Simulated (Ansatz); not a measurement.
A run for Ansatz (a first-principles code): R-CCSD(T)/cc-pVTZ on BH5N2 (SMILES NBN), a point of a torsion scan.

Ansatz 0.2 input:
```yaml
crystal:
  periodic: [false, false, false]
  atoms:
    - {symbol: N, position_ang: [1.06490027, -0.42183644, 0.43898860]}
    - {symbol: B, position_ang: [0.14944825, 0.63256793, 0.14531015]}
    - {symbol: N, position_ang: [0.58844441, 1.95404950, 0.01952534]}
    - {symbol: H, position_ang: [1.15304178, -1.18869547, -0.20482543]}
    - {symbol: H, position_ang: [1.99826608, -0.12832017, 0.69898103]}
    - {symbol: H, position_ang: [-0.96607704, 0.37339417, -0.10809633]}
    - {symbol: H, position_ang: [1.52894529, 2.24173355, 0.23528596]}
    - {symbol: H, position_ang: [-0.03738913, 2.73391462, -0.07868317]}
basis:
  gaussian:
    orbitals: cc-pVTZ
magnetization: {spin_polarized: false}
correlation: {method: ccsd_t, electrons: outside_noble_gas}
scf: {lower_state_search: off}
```

Program output:

```
WARN ansatz: RAYON_NUM_THREADS=1 ignored (pool sized by the plan → 1); use --threads N
Functional definition: HF
these checks for a lower state are left out or cut short: stability, starts, cluster_reference, orbital_swaps, neighbouring_geometries, increment
integrals: 0.42 GiB planned
909 factors; integrals over basis functions are off by at most 1.1e-3 eV
mean field: 0.31 GiB planned
mean field evaluation 1: about -3714.0184 eV, gradient 4.2e1 eV
mean field evaluation 2: about -3714.0203 eV, gradient 4.2e1 eV
mean field evaluation 4: about -3717.6846 eV, gradient 2.8e0 eV
mean field evaluation 8: about -3717.7154 eV, gradient 1.2e-1 eV
mean field -3717.71548652 eV, -136.6235241714 hartree, gradient 5.2e-6 eV, S^2 0.000000; 0 other end points of the search recorded, 0 dependent functions left out
3 core orbitals not correlated
reference -3717.71548652 eV, -136.6235241714 hartree; 9, 9 occupied and 148, 148 virtual orbitals, 909 factors
second order -14.61926894 eV of doubles, -0.00000000 eV of singles
coupled cluster: 1.25 GiB planned
cycle   1  -14.91714462 eV  change   -3.0e-1 eV  update   7.0e-2
cycle   2  -15.23643979 eV  change   -3.2e-1 eV  update   2.0e-2
cycle   3  -15.29669622 eV  change   -6.0e-2 eV  update   1.0e-2
cycle   4  -15.28816098 eV  change    8.5e-3 eV  update   3.0e-3
cycle   5  -15.28872393 eV  change   -5.6e-4 eV  update   1.4e-3
cycle   6  -15.28860611 eV  change    1.2e-4 eV  update   3.3e-4
cycle   7  -15.28843305 eV  change    1.7e-4 eV  update   1.0e-4
cycle   8  -15.28841396 eV  change    1.9e-5 eV  update   3.5e-5
cycle   9  -15.28841266 eV  change    1.3e-6 eV  update   1.2e-5
perturbative correction -0.56604400 eV, -0.0208017332 hartree
Total energy: -3733.56994318 eV, -137.2061647071 hartree
Checks for a lower state left out: stability, starts, cluster_reference, orbital_swaps, neighbouring_geometries, increment
```

Self-consistency was reached.

Cost: very roughly 19 core-seconds.
